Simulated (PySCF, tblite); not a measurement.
Species: C3H6F2SSi2.
Geometry (GFN2-xTB, Å), atoms numbered from 1 in this order:
```
atom  x, y, z in Å
C1     2.1013   -1.2573    1.9783
C2     1.5386   -0.7578    0.7490
C3     1.0696   -0.3564   -0.2876
Si4    0.3427    0.3396   -1.8210
F5    -0.6057   -0.8068   -2.4461
S6    -0.8992    2.0400   -1.3624
Si7   -2.5600    1.1094   -0.4023
F8    -3.4753    2.3204    0.1085
H9     2.5534   -0.4381    2.5368
H10    1.3209   -1.7139    2.5865
H11    2.8643   -2.0042    1.7609
H12    1.2550    0.7515   -2.8613
H13   -2.1368    0.3997    0.7881
H14   -3.3694    0.3737   -1.3495
```

Computed with CAM-B3LYP/def2-SVPD in PySCF (dipole) on a GFN2-xTB geometry, gas phase.

Masses are those of the commonest isotopes; rigid-rotor values at the optimised geometry. The values belong to one conformer with, in the numbering `[CH3:1][C:2]#[C:3][Si@@H:4]([F:5])[S:6][SiH2:7][F:8]`, C3–Si4–S6–Si7 -71°, Si4–S6–Si7–F8 174°.

(1) Give the principal moments of inertia and the rotational constants in GHz.

(2) Classify the top.

(3) What does the inertial defect say?

(4) Give the other two planar moments, Paa and Pbb, and the rms extents of the mass along the axes.

(5) Where do the levels up to J = 4 lie, in cm⁻¹?

(6) Which types of transition are allowed, and where do some lines up to J = 2 fall?

(7) Estimate the classical rotational partition function at 25 K, 100 K and 200 K.

Answers

(1) Ia = 335.67, Ib = 781.40, Ic = 952.02 u·Å²; 505379 MHz·u·Å²/I gives 1506, 646.8 and 530.8 MHz, that is A = 1.5056, B = 0.6468, C = 0.5308 GHz.

(2) An asymmetric top; Ray's κ = -0.762.

(3) Not planar: Δ = Ic − Ia − Ib = -165.05 u·Å². For a rigid frame Δ = −2 Σ m c², so Σ m c² = 82.53 u·Å² lies off the ab plane: 6.46 from hydrogen and 76.07 from heavier atoms. The atom farthest from that plane is 1.68 Å away.

(4) Paa = Σ m a² = (Ib + Ic − Ia)/2 = 698.87 and Pbb = Σ m b² = (Ia + Ic − Ib)/2 = 253.15 u·Å². With the mass M = 167.97 u, the rms extents √(P/M) along a, b and c are 2.04, 1.23, 0.70 Å.

(5) Above 0(0,0):
J = 1: 1(0,1) 0.0393, 1(1,1) 0.0679, 1(1,0) 0.0718
J = 2: 2(0,2) 0.1175, 2(1,2) 0.1426, 2(1,1) 0.1542, 2(2,1) 0.2402, 2(2,0) 0.2405
J = 3: 3(0,3) 0.2339, 3(1,3) 0.2544, 3(1,2) 0.2776, 3(2,2) 0.3580, 3(2,1) 0.3598, 3(3,1) 0.5111, 3(3,0) 0.5111
J = 4: 4(0,4) 0.3875, 4(1,4) 0.4032, 4(1,3) 0.4417, 4(2,3) 0.5148, 4(2,2) 0.5201, 4(3,2) 0.6689, 4(3,1) 0.6691, 4(4,1) 0.8824, 4(4,0) 0.8824

(6) The dipole components are |μa| = 3.62 D, |μb| = 1.30 D, |μc| = 0.19 D. Intensities carry the squares of the components, which stand as 1.00 : 0.13 : 0.00 (a : b : c). Some lines, for components of 0.1 D or more:

| type | branch | J(Ka,Kc) | MHz | lower level (cm⁻¹) |
| --- | --- | --- | --- | --- |
| a | Q | 2(1,1) ← 2(1,2) | 348 | 0.143 |
| c | Q | 2(1,2) ← 2(0,2) | 754 | 0.117 |
| c | Q | 1(1,1) ← 1(0,1) | 859 | 0.039 |
| b | Q | 1(1,0) ← 1(0,1) | 975 | 0.039 |
| b | Q | 2(1,1) ← 2(0,2) | 1102 | 0.117 |
| a | R | 1(0,1) ← 0(0,0) | 1178 | 0.000 |
| b | R | 2(0,2) ← 1(1,1) | 1485 | 0.068 |
| b | R | 1(1,1) ← 0(0,0) | 2036 | 0.000 |
| c | R | 1(1,0) ← 0(0,0) | 2152 | 0.000 |
| a | R | 2(1,2) ← 1(1,1) | 2239 | 0.068 |
| a | R | 2(0,2) ← 1(0,1) | 2344 | 0.039 |
| a | R | 2(1,1) ← 1(1,0) | 2471 | 0.072 |
| c | Q | 2(2,1) ← 2(1,1) | 2576 | 0.154 |
| b | Q | 2(2,0) ← 2(1,1) | 2587 | 0.154 |
| b | Q | 2(2,1) ← 2(1,2) | 2924 | 0.143 |
| b | R | 2(1,2) ← 1(0,1) | 3098 | 0.039 |
| c | R | 2(1,1) ← 1(0,1) | 3446 | 0.039 |
| b | R | 2(2,1) ← 1(1,0) | 5048 | 0.072 |
| c | R | 2(2,0) ← 1(1,0) | 5058 | 0.072 |
| c | R | 2(2,1) ← 1(1,1) | 5163 | 0.068 |
| b | R | 2(2,0) ← 1(1,1) | 5174 | 0.068 |

(7) Point group C1, symmetry number σ = 1; q = (√π/σ)·√((kT/h)³/(ABC)), k/h = 20836.6 MHz/K: 29300 at 25 K, 234000 at 100 K, 663000 at 200 K.

Its lowest GFN2-xTB frequency is 11 cm⁻¹, too small to tell a flat minimum from a shallow saddle. Constants of a rigid frame at the computed geometry: no zero-point averaging, no centrifugal distortion. A rigid rotor knows nothing of internal rotation, which can split or shift real lines.

Time: 2.2 min of wall time (with the writing of density and orbital grids); peak memory 1.1 GiB. Hardware: one thread of an Intel Xeon at 2.50 GHz, shared host. This is the CAM-B3LYP/def2-SVPD job that gave the dipole, with the excitations it also computed.
